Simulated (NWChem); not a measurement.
System: C$_{4}$H$_{3}$Br; SMILES C#C/C=C\Br

Input file for NWChem:

```
start job
memory heap 200 mb stack 900 mb global 1100 mb
geometry units angstroms noautosym nocenter noautoz
  C      1.152336    -2.670386     0.000000
  C      0.124417    -2.024649     0.000000
  C     -1.097881    -1.306737     0.000000
  C     -1.237948     0.028565     0.000000
  Br     0.181718     1.238405     0.000000
  H      2.068661    -3.231811     0.000000
  H     -2.022298    -1.896463     0.000000
  H     -2.220805     0.502768     0.000000
end
basis spherical
  * library def2-svp
end
dft
  xc pbe0
  iterations 150
end
cosmo
  do_cosmo_smd true
  solvent water
end
task dft energy
```

Excerpt of the output:

```
             Northwest Computational Chemistry Package (NWChem) 7.3.0
             --------------------------------------------------------

                             Geometry "geometry" -> ""
                             -------------------------

 Output coordinates in angstroms (scale by  1.889725989 to convert to a.u.)

  No.       Tag          Charge          X              Y              Z
 ---- ---------------- ---------- -------------- -------------- --------------
    1 C                    6.0000     1.15233600    -2.67038600     0.00000000
    2 C                    6.0000     0.12441700    -2.02464900     0.00000000
    3 C                    6.0000    -1.09788100    -1.30673700     0.00000000
    4 C                    6.0000    -1.23794800     0.02856500     0.00000000
    5 Br                  35.0000     0.18171800     1.23840500     0.00000000
    6 H                    1.0000     2.06866100    -3.23181100     0.00000000
    7 H                    1.0000    -2.02229800    -1.89646300     0.00000000
    8 H                    1.0000    -2.22080500     0.50276800     0.00000000

 Effective nuclear repulsion energy (a.u.)     259.0250650172

                                 NWChem DFT Module
                                 -----------------

 Summary of "ao basis" -> "ao basis" (spherical)
 ------------------------------------------------------------------------------
       Tag                 Description            Shells   Functions and Types
 ---------------- ------------------------------  ------  ---------------------
 C                          def2-svp                 6       14   3s2p1d
 Br                         def2-svp                12       32   5s4p3d
 H                          def2-svp                 3        5   2s1p

 in cosmo_initialize ...
 calling solv_data for solv:h2o

 solvent parameters
 solvname_short: h2o
 solvname_long:  water
 dielec:       78.4000
 dielecinf:     1.7769
 aqueous SMD model solvent descriptors
 dielec:       78.4000
 sola:          0.8200

          ---------------
          -cosmo- solvent
          ---------------
 Cosmo: York-Karplus, doi: 10.1021/jp992097l
 dielectric constant -eps-     =  78.40
 screen = (eps-1)/(eps    )    =   0.98724
 surface charge correction     = lagrangian

   van der Waals surface
 --------------------------

 ---------- ATOMIC COORDINATES (A.U.) ------------ VDWR(ANG.) --
     1    2.17759929   -5.04629782    0.00000000     1.850
     2    0.23511404   -3.82603183    0.00000000     1.850
     3   -2.07469426   -2.46937487    0.00000000     1.850
     4   -2.33938251    0.05398002    0.00000000     1.850
     5    0.34339723    2.34024611    0.00000000     3.060
     6    3.90920245   -6.10723724    0.00000000     1.200
     7   -3.82158909   -3.58379542    0.00000000     1.200
     8   -4.19671292    0.95009376    0.00000000     1.200
 number of segments per atom =        128
 number of   points per atom =        128
 atom (   nspa,  nppa )
 ----------------------
    1 (     76,     0 )       0
    2 (     40,     0 )       0
    3 (     44,     0 )       0
    4 (     18,     0 )       0
    5 (    108,     0 )       0
    6 (     54,     0 )       0
    7 (     56,     0 )       0
    8 (     36,     0 )       0
 number of -cosmo- surface points =      432
 molecular surface =    159.710 angstrom**2
 molecular volume  =    162.234 angstrom**3
 -lineq- algorithm             =   0
 -bem- low  level              =   3
 -bem- from -octahedral-
 gaussian surface charge width =   4.50000
 degree of switching           =   1.00000
 switching function tolerance  =   0.00010
 atomic radii =
 --------------
    1  6.000  1.850
    2  6.000  1.850
    3  6.000  1.850
    4  6.000  1.850
    5 35.000  3.060
    6  1.000  1.200
    7  1.000  1.200
    8  1.000  1.200
 ...... end of -cosmo- initialization ......

 nat:                     8
 ixmem:                  3618
 calling mnsol_interface()
 G(SMD-CDS) energy (kcal/mol)  =     3.539
 SMD-CDS SASA (angstrom**2)    =   145.410

[...]

                                COSMO-SMD solvation results
                                ---------------------------

             internal energy in gas <Psi(g)|H|Psi(g)> =     -2727.375869090055
         internal energy in solvent <Psi(s)|H|Psi(s)> =     -2727.374611491543
                               delta internal energy  =         0.001257598513 (    0.79 kcal/mol)
   total free energy in solvent <Psi(s)|H+V/2|Psi(s)> =     -2727.383558367564
 polarization energy contribution <Psi(s)|V/2|Psi(s)> =        -0.008946876022 (   -5.61 kcal/mol)
    total free energy in solvent including G(SMD-CDS) =     -2727.377917828976
                       G(SMD-CDS) energy contribution =         0.005640538588 (    3.54 kcal/mol)
     1 M fixed-concentration free energy of solvation =        -0.002048738921 (   -1.29 kcal/mol)

                       DFT Final Molecular Orbital Analysis
                       ------------------------------------

 Vector   29  Occ=2.000000D+00  E=-3.107325D-01
              MO Center=  1.7D-01,  4.5D-02,  1.3D-09, r^2= 4.3D+00
   Bfn.  Coefficient  Atom+Function         Bfn.  Coefficient  Atom+Function
  ----- ------------  ---------------      ----- ------------  ---------------
    72      0.386074  5 Br py                69      0.333965  5 Br py
    71     -0.299194  5 Br px                68     -0.270537  5 Br px
    66     -0.220784  5 Br py                 5     -0.186863  1 C  py
    19     -0.185385  2 C  py                65      0.178391  5 Br px
    22     -0.146917  2 C  py                 8     -0.131846  1 C  py

 Vector   30  Occ=2.000000D+00  E=-3.007451D-01
              MO Center=  4.1D-01, -1.2D+00,  4.7D-10, r^2= 4.5D+00
   Bfn.  Coefficient  Atom+Function         Bfn.  Coefficient  Atom+Function
  ----- ------------  ---------------      ----- ------------  ---------------
     5      0.308430  1 C  py                19      0.282600  2 C  py
    71     -0.269306  5 Br px                68     -0.240897  5 Br px
    72      0.226075  5 Br py                69      0.212893  5 Br py
    18      0.196520  2 C  px                 4      0.180467  1 C  px
     8      0.178921  1 C  py                22      0.157623  2 C  py

 Vector   31  Occ=2.000000D+00  E=-2.579706D-01
              MO Center= -1.5D-01, -7.3D-01, -6.0D-09, r^2= 4.3D+00
   Bfn.  Coefficient  Atom+Function         Bfn.  Coefficient  Atom+Function
  ----- ------------  ---------------      ----- ------------  ---------------
    73      0.362436  5 Br pz                 6      0.293511  1 C  pz
    48     -0.294757  4 C  pz                70      0.289517  5 Br pz
    34     -0.284147  3 C  pz                37     -0.214355  3 C  pz
    51     -0.206460  4 C  pz                 9      0.200848  1 C  pz
    67     -0.190755  5 Br pz                20      0.183110  2 C  pz

 Vector   32  Occ=0.000000D+00  E=-4.484564D-02
              MO Center= -4.4D-01, -1.0D+00,  4.4D-10, r^2= 4.0D+00
   Bfn.  Coefficient  Atom+Function         Bfn.  Coefficient  Atom+Function
  ----- ------------  ---------------      ----- ------------  ---------------
    51      0.519903  4 C  pz                48      0.409376  4 C  pz
    37     -0.399893  3 C  pz                 9      0.368559  1 C  pz
    34     -0.313266  3 C  pz                 6      0.298202  1 C  pz
    73     -0.217661  5 Br pz                23     -0.204703  2 C  pz
    20     -0.162276  2 C  pz                70     -0.117343  5 Br pz

 Vector   33  Occ=0.000000D+00  E= 2.139454D-02
              MO Center= -1.3D-01, -7.6D-04, -1.1D-09, r^2= 4.7D+00
   Bfn.  Coefficient  Atom+Function         Bfn.  Coefficient  Atom+Function
  ----- ------------  ---------------      ----- ------------  ---------------
    45      1.110891  4 C  s                 71      0.657243  5 Br px
    61     -0.550244  5 Br s                 72      0.525022  5 Br py
   100     -0.418056  8 H  s                 22     -0.356339  2 C  py
    49      0.346889  4 C  px                44      0.345044  4 C  s
    50      0.344252  4 C  py                 8      0.292328  1 C  py

 Vector   34  Occ=0.000000D+00  E= 3.839980D-02
              MO Center= -9.7D-02, -1.4D+00, -8.9D-10, r^2= 5.1D+00
   Bfn.  Coefficient  Atom+Function         Bfn.  Coefficient  Atom+Function
  ----- ------------  ---------------      ----- ------------  ---------------
    95      0.620798  7 H  s                  8     -0.451665  1 C  py
    22      0.416456  2 C  py                49      0.380569  4 C  px
    72      0.379810  5 Br py                71      0.370406  5 Br px
    61     -0.282837  5 Br s                 19      0.278779  2 C  py
     7     -0.275062  1 C  px                 5     -0.261901  1 C  py

     Multipole analysis of the density
     ---------------------------------

     L   x y z        total         alpha         beta         nuclear
     -   - - -        -----         -----         ----         -------
     0   0 0 0     -0.000000    -31.000000    -31.000000     62.000000

     1   1 0 0     -0.479218      1.809580      1.809580     -4.098377
     1   0 1 0     -0.292804     -2.867066     -2.867066      5.441328
     1   0 0 1      0.000000      0.000000      0.000000      0.000000

     2   2 0 0    -24.206522    -81.639145    -81.639145    139.071769
     2   1 1 0     -1.584157     12.901629     12.901629    -27.387416
     2   1 0 1      0.000000      0.000000      0.000000      0.000000
     2   0 2 0    -28.602426   -274.279780   -274.279780    519.957134
     2   0 1 1      0.000000      0.000000      0.000000      0.000000
     2   0 0 2    -32.610085    -16.305043    -16.305043      0.000000
```

Level: PBE0/def2-SVP, SMD on the gas-phase geometry. Geometry: optimised at PBE0/def2-SVP. Solvent: water.
